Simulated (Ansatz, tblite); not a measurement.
Forces on `CCCCCCCCCCB(O)O` at its PBE-D4/def2-SVP geometry. Total charge 0; singlet.

The xTB rows come from tblite.

GFN2-xTB (tblite), largest force 1.05 eV/Å:

```xyz
36
positions Å, forces eV/Å
C     1.610   -5.337    2.040    0.030   -0.362    0.411
C     1.693   -4.052    1.215   -0.134    0.061   -0.680
C     2.188   -2.845    2.021   -0.031   -0.080    0.685
C     2.337   -1.546    1.216    0.566    0.267   -0.275
C     1.024   -0.969    0.674   -0.757   -0.345    0.114
C     1.194    0.359   -0.069    0.752    0.385   -0.097
C    -0.115    0.931   -0.621   -0.741   -0.418    0.091
C     0.055    2.260   -1.364    0.620    0.321    0.126
C    -1.239    2.831   -1.964   -0.091   -0.112   -0.578
C    -2.299    3.244   -0.934    0.268   -0.159    0.890
B    -3.628    3.873   -1.516   -0.429    0.219   -0.410
O    -3.802    3.906   -2.883   -0.689    0.350    0.715
O    -4.558    4.353   -0.618   -0.077   -0.005   -0.989
H     2.601   -5.614    2.458   -0.561    0.231   -0.299
H     0.915   -5.221    2.898    0.397    0.011   -0.548
H     1.252   -6.194    1.435    0.211    0.588    0.273
H     2.369   -4.208    0.344   -0.268    0.032    0.526
H     0.693   -3.830    0.781    0.473   -0.122    0.351
H     1.497   -2.669    2.877    0.286   -0.070   -0.523
H     3.170   -3.101    2.478   -0.449    0.144   -0.337
H     2.826   -0.779    1.856   -0.324   -0.408   -0.239
H     3.039   -1.718    0.368   -0.436    0.015    0.402
H     0.539   -1.703   -0.007    0.358    0.387    0.290
H     0.310   -0.830    1.519    0.441   -0.002   -0.398
H     1.664    1.105    0.612   -0.328   -0.391   -0.289
H     1.919    0.223   -0.904   -0.439   -0.004    0.388
H    -0.835    1.056    0.218    0.456    0.021   -0.405
H    -0.581    0.186   -1.306    0.328    0.400    0.297
H     0.502    3.010   -0.673   -0.327   -0.405   -0.308
H     0.801    2.120   -2.178   -0.461    0.018    0.356
H    -0.986    3.709   -2.596   -0.100   -0.386    0.446
H    -1.677    2.087   -2.667    0.181    0.335    0.491
H    -2.602    2.374   -0.306    0.297    0.398   -0.440
H    -1.869    3.968   -0.203   -0.091   -0.426   -0.479
H    -4.646    4.298   -3.172    0.576   -0.268    0.085
H    -5.362    4.721   -1.028    0.492   -0.220    0.358
```

PBE-D4/def2-TZVP (Ansatz), largest force 0.30 eV/Å:

```
C 0.003 -0.192 0.161
C -0.079 0.049 -0.287
C 0.032 -0.035 0.267
C 0.230 0.128 -0.072
C -0.267 -0.136 0.022
C 0.261 0.133 -0.033
C -0.269 -0.132 0.045
C 0.250 0.114 0.014
C -0.027 0.000 -0.275
C -0.046 -0.012 0.286
B 0.246 -0.115 0.053
O -0.134 0.060 -0.136
O -0.171 0.086 0.018
H -0.249 0.083 -0.117
H 0.174 -0.017 -0.227
H 0.093 0.233 0.146
H -0.152 0.033 0.225
H 0.250 -0.058 0.127
H 0.155 -0.041 -0.217
H -0.230 0.060 -0.122
H -0.128 -0.185 -0.142
H -0.180 0.028 0.197
H 0.133 0.181 0.158
H 0.181 -0.022 -0.192
H -0.126 -0.179 -0.151
H -0.186 0.021 0.191
H 0.190 -0.022 -0.196
H 0.124 0.178 0.150
H -0.124 -0.180 -0.157
H -0.194 0.027 0.184
H -0.051 -0.211 0.169
H 0.111 0.172 0.190
H 0.107 0.210 -0.163
H -0.080 -0.188 -0.184
H 0.087 -0.041 -0.005
H 0.065 -0.030 0.075
```

r2SCAN-D4/def2-TZVP (Ansatz), largest force 0.52 eV/Å:

```
C 0.005 -0.287 0.248
C -0.121 0.071 -0.442
C 0.045 -0.056 0.416
C 0.361 0.196 -0.114
C -0.421 -0.216 0.036
C 0.415 0.212 -0.053
C -0.424 -0.208 0.070
C 0.392 0.179 0.017
C -0.058 -0.002 -0.425
C -0.079 -0.009 0.416
B 0.189 -0.086 0.019
O -0.460 0.223 0.076
O -0.299 0.130 -0.396
H -0.450 0.152 -0.209
H 0.317 -0.027 -0.408
H 0.168 0.421 0.264
H -0.277 0.064 0.398
H 0.444 -0.105 0.228
H 0.280 -0.074 -0.387
H -0.417 0.107 -0.221
H -0.232 -0.333 -0.261
H -0.321 0.055 0.355
H 0.237 0.329 0.281
H 0.320 -0.045 -0.348
H -0.223 -0.322 -0.277
H -0.329 0.040 0.347
H 0.343 -0.043 -0.353
H 0.217 0.318 0.275
H -0.217 -0.325 -0.283
H -0.343 0.045 0.339
H -0.100 -0.375 0.299
H 0.191 0.310 0.331
H 0.158 0.376 -0.288
H -0.158 -0.325 -0.320
H 0.441 -0.205 0.122
H 0.409 -0.189 0.244
```
